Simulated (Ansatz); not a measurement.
Species: HgO, charge 0, multiplicity 1. 
Structure (B3LYP-D3(BJ)/def2-TZVP (Ansatz, a quantum-chemistry and plane-wave program) minimum search):
SMILES: [O]=[Hg]
```xyz
2

Hg     0.0000     0.0000    -0.1744
O      0.0000     0.0000     1.7436
```

Parts of the frozen-core correlation energy in def2-SVP (Ansatz, hartree). Frozen orbitals: 5; correlated occupied orbitals by spin: 9 and 9; virtual: 32 and 32. No spin-orbit coupling. Past Kr the def2 sets carry scalar-relativistic core potentials. The restricted reference is unstable.

| term | value |
|---|---|
| reference (HF) | -227.15903 |
| MP2 opposite-spin | ? |
| MP2 same-spin | -0.15654 |
| CCSD correlation | ? |
| (T) | ? |
| CCSDT minus CCSD(T) | -0.00054 |
| T1 diagnostic | 0.034 |
| largest doubles amplitude | 0.140 |

Q: Complete the blanks.

A: 
- MP2 opposite-spin, value: -0.33594
- CCSD correlation, value: -0.47757
- (T), value: -0.01530
